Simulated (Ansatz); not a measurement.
Input and output for CH4Cl2SSn (`[CH3][Sn]([SH])([Cl])[Cl]`).

```yaml
crystal:
  periodic: [false, false, false]
  atoms:
    - {symbol: C, position_ang: [-1.556498, -0.234588, 0.227282]}
    - {symbol: Sn, position_ang: [0.459363, 0.207917, -0.239794]}
    - {symbol: S, position_ang: [2.032352, -0.941834, 1.125808]}
    - {symbol: Cl, position_ang: [0.900627, -0.281932, -2.467316]}
    - {symbol: Cl, position_ang: [0.848501, 2.491751, -0.069119]}
    - {symbol: H, position_ang: [-1.724841, -1.302557, 0.095413]}
    - {symbol: H, position_ang: [-2.195157, 0.331393, -0.449101]}
    - {symbol: H, position_ang: [-1.753294, 0.055111, 1.258590]}
    - {symbol: H, position_ang: [3.077344, -0.371559, 0.501136]}
basis:
  gaussian: {orbitals: def2-TZVP}
magnetization: {spin_polarized: true, initial_magnetization: 0}
hamiltonian: {xc: {name: SVWN5}}
scf: {lower_state_search: full}
```

```sh
$ ansatz run in.yaml --threads 4 --pin off --events-out ev --progress --plain --max-ram 10444MiB
```

Shortened log:

```
Functional definition: SVWN5
1517 factors; their error is unknown
mean field evaluation 1: about -42671.3166 eV, gradient 5.0e1 eV
mean field evaluation 2: about -42651.5633 eV, gradient 7.0e1 eV
mean field evaluation 4: about -42682.2821 eV, gradient 7.3e0 eV
mean field evaluation 8: about -42682.5069 eV, gradient 1.6e-1 eV
mean field evaluation 16: about -42682.4870 eV, gradient 5.1e-4 eV
mean field -42682.48698546 eV, -1568.5524654869 hartree, gradient 9.9e-6 eV, S^2 0.000000; 0 other end points of the search recorded, 0 dependent functions left out
reference -42682.48702861 eV, -1568.5524670727 hartree; 41, 41 occupied and 175, 175 virtual orbitals, 1517 factors
Total energy: -42682.48702861 eV, -1568.5524670727 hartree
```

Hardware: 4 threads of an AMD EPYC 9R45 on a shared host. Wall time 0.9 s, peak host memory 0.53 GiB.
